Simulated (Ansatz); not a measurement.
CrOF₄, relaxed as a singlet with RKS r2SCAN-D4/def2-SVP in Ansatz, starting from the GFN2-xTB geometry. Force threshold 0.02 eV/Å.

The restricted singlet is unstable towards broken spin symmetry at other levels; at r2SCAN-D4/def2-SVP this wasn't settled.

Start:

```xyz
6

Cr    0.012   -0.014   -0.009
O     0.938   -1.094   -0.656
F    -1.461   -0.815    0.237
F    -0.738    0.742   -1.326
F     0.986    1.368    0.097
F     0.262   -0.188    1.658
```

Q: Estimate the energy that the relaxation releases and the steps that it takes.

A: 7.5 kJ/mol, in 4 steps; 13 s on 4 threads of Arm Neoverse V1 on a shared host. No frequencies were taken in this run, so the end may be a saddle point.

Q: Does the start keep its bonding and symmetry?

A: By distances, no bond broke or formed. The bond that changes most is Cr1–O2, from 1.56 to 1.52 Å (atoms count from 1). Point group C4v at the start, C4v at the end, both within 0.05 Å.

Q: Predict the relaxed structure.

A: 
Cartesian coordinates in Å:
```
Cr 0.024 -0.028 -0.017
O 0.926 -1.080 -0.647
F -1.475 -0.827 0.237
F -0.743 0.747 -1.343
F 1.000 1.380 0.095
F 0.268 -0.193 1.675
```
Bond lengths: 4 × Cr–F 1.72 Å; 1 × Cr–O 1.52 Å.
